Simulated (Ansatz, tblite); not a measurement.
Isomers of GaO2H (singlet), found by a short tight-binding search and relaxed with B3LYP-D4/def2-TZVP in Ansatz.

The xTB rows come from tblite. Correlated methods freeze 11 core orbitals; core or outer-core shells of Ga are correlated, in sets that lack core-valence functions.

A: It holds 1 O–O bond. B: At CCSD(T)/def2-TZVPP T1 of the charge 0 singlet is large (up to 0.023), so the single-reference result is doubtful.

Other spin states weren't relaxed.

A:

```xyz
4

Ga   -0.7322   -1.8530    0.0379
O     0.2859    0.6100   -0.5517
O    -0.1206   -0.1756    0.6196
H     0.5670    1.4186   -0.1058
```

B:

```xyz
4

Ga   -0.2671   -0.4418    0.3067
O    -0.6303   -1.7585    1.2377
O    -0.0117    0.9770   -0.6997
H     0.9092    1.2233   -0.8446
```

Problem. Estimate their order by electronic energy at PBE0-D4/def2-TZVP, counted from the lowest.

Solution. B (0.0) < A (171.8), in kJ/mol.

Problem. Do the other levels pick the same lowest one?

Solution. All that were run do. Energies above each level's lowest (kJ/mol):

```tsv
level	A	B
GFN1-xTB	233.9	0.0
GFN2-xTB	95.4	0.0
HF/def2-TZVPP	147.7	0.0
LDA (SPW92)/def2-TZVP	185.3	0.0
PBE-D4/def2-TZVP	174.7	0.0
r2SCAN-D4/def2-TZVP	191.4	0.0
B97M-V/def2-TZVP	183.6	0.0
PBE0-D4/def2-TZVP	171.8	0.0
MP2/def2-TZVPP	247.8	0.0
CCSD/def2-TZVPP	187.8	0.0
CCSD(T)/def2-TZVPP	198.7	0.0
```
Point groups (tolerance 0.1 Å): A Cs, B Cs. Lower isomers may exist.
